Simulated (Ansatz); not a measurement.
Consider the substitution at a C–Si bond: `[SiH3]/C=C/Cl` + H–F → `F/C=C/Cl` + SiH₄.

Program: Ansatz. Geometries: PBE0-D4/def2-TZVP. ΔE: electronic, gas phase. CBS: MP2 limit from def2 TZ/QZ plus the TZ coupled-cluster correction, frozen cores. This one scheme is used for every species. Double bonds are as drawn, so ΔE can hold a change between cis and trans. DFT in def2-TZVPP.

| level | ΔE (kcal/mol) | difference from CCSD(T)/CBS |
| --- | --- | --- |
| LDA (SPW92) | 18.8 | -5.2 |
| revPBE-D4 | 20.9 | -3.1 |
| BLYP-D4 | 19.1 | -4.9 |
| r2SCAN-D4 | 20.2 | -3.8 |
| PBE0-D4 | 21.1 | -2.9 |
| ωB97X-V | 19.0 | -5.0 |
| B2PLYP | 20.5 | -3.5 |
| PBE-QIDH | 22.7 | -1.3 |
| PBE | 18.8 | -5.2 |
| BLYP | 16.7 | -7.3 |
| r2SCAN | 19.9 | -4.1 |
| BHLYP | 18.7 | -5.3 |
| CAM-B3LYP | 17.6 | -6.4 |
| RPA@PBE/def2-TZVPP | 20.1 | -3.9 |
| MP2/def2-TZVPP | 25.5 | 1.5 |
| MP2/def2-QZVPP | 26.5 | 2.5 |
| CCSD(T)/CBS | 24.0 | 0 |

Largest T1 diagnostic among the species: 0.011.

Leaving LDA and LC-ωPBE aside and taking each functional with its dispersion term where it has one, the values, not all of them listed here, spread over 4.0 kcal/mol, from CAM-B3LYP-D4 to PBE-QIDH. From BLYP to BHLYP (50 % exact exchange), in def2-TZVPP and without D4, ΔE moves by +2.0 kcal/mol.
